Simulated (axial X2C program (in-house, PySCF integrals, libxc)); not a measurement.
# Working with the constants of RhH⁺

A bond curve at the M06 level, two-component, was computed with an in-house relativistic program for diatomic molecules (basis Rh dyall-cv3z [12s12p8d5f3g], H dyall-v3z [6s2p1d] (cores contracted in-house)) for the state Ω = 5/2 (⟨Sz⟩ = 0.50, ⟨Lz⟩ = 2.00 at M06). Its fit gives Re = 1.5007 Å, ωe = 2194.4 cm⁻¹, ωexe = 43.1 cm⁻¹ and αe = 2.190e-01 cm⁻¹; the masses are 102.9055 and 1.0078 u. Two-component means X2C with spin–orbit coupling and atomic mean-field Coulomb and Gaunt terms.

Question: Find the reduced mass, Be and the force constant.

Answer: From the M06 values: μ = 0.9980 u. Be = 16.8576/(μ Re²) = 7.5 cm⁻¹. k = 5.8918×10⁻⁷ μ ωe² = 2.83 mdyn/Å.

Question: Estimate the centrifugal constant by the Kratzer relation.

Answer: D = 4Be³/ωe² = 3.50e-04 cm⁻¹.

Question: Where do the fundamental and the first overtone lie?

Answer: ν(1←0) = ωe − 2ωexe = 2108.2 cm⁻¹; ν(2←0) = 2ωe − 6ωexe = 4130.2 cm⁻¹.

Question: Scale the constants to the deuteride (D 2.0141 u) within the Born–Oppenheimer picture.

Answer: ρ = √(μH/μD) = 0.7108; ωe = 1559.7, ωexe = 21.8, Be = 3.789 cm⁻¹; the zero-point energy falls by 312 cm⁻¹.

Question: A Morse curve ties αe to the other constants (Pekeris). How well does that hold?

Answer: αe(Morse) = 6Be²/ωe × (√(ωexe/Be) − 1) = 2.149e-01 cm⁻¹; the M06 curve gives 2.190e-01 cm⁻¹, a ratio of 0.98.

The state is one determinant whose occupation by symmetry is held fixed; it was picked as the lowest of a PBE0 search that is not exhaustive. Density functionals use the spin component along the axis (collinear). The functionals have no current-density term, which raises determinants with orbital currents, atoms included.
